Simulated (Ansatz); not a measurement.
Ga(NH2)3 (GaN₃H₆), relaxed as a singlet with RKS PBE0-D4/def2-SVP in Ansatz, starting from the GFN2-xTB geometry. Force threshold 0.02 eV/Å.

Start:

Cartesian coordinates in Å:
```
Ga 0.021 0.004 0.017
N 1.057 -0.993 -1.105
H 1.362 -0.629 -1.999
H 0.943 -1.997 -1.174
N -0.731 -0.781 1.483
H -1.452 -0.310 2.016
H -0.893 -1.780 1.514
N 0.046 1.824 -0.122
H 0.282 2.273 -0.998
H -0.636 2.389 0.368
```

| step | energy (eV) | largest force component (eV/Å) | SCF passes |
| --- | --- | --- | --- |
| 1 | -56925.1960 | 0.190 | 24 |
| 2 | -56925.2008 | 0.049 | 28 |
| 3 | -56925.2029 | 0.049 | 25 |
| 4 | -56925.2054 | 0.062 | 28 |
| 5 | -56925.2058 | 0.015 | 25 |

Force components are those of the run's own axes.

End:

```tsv
atom	x (Å)	y (Å)	z (Å)
Ga1	0.036	0.005	0.025
N2	1.020	-0.997	-1.130
H3	1.381	-0.627	-1.999
H4	0.964	-2.006	-1.158
N5	-0.766	-0.785	1.452
H6	-1.432	-0.299	2.038
H7	-0.883	-1.787	1.523
N8	0.003	1.814	-0.147
H9	0.308	2.284	-0.989
H10	-0.630	2.397	0.385
```

By distances, no bond broke or formed. The bond that changes most is Ga1–N8, from 1.83 to 1.82 Å (atoms count from 1).

No frequencies were taken in this run, so the end may be a saddle point.

Hardware: 4 threads of Arm Neoverse V2 on a shared host. Wall time 8 s.
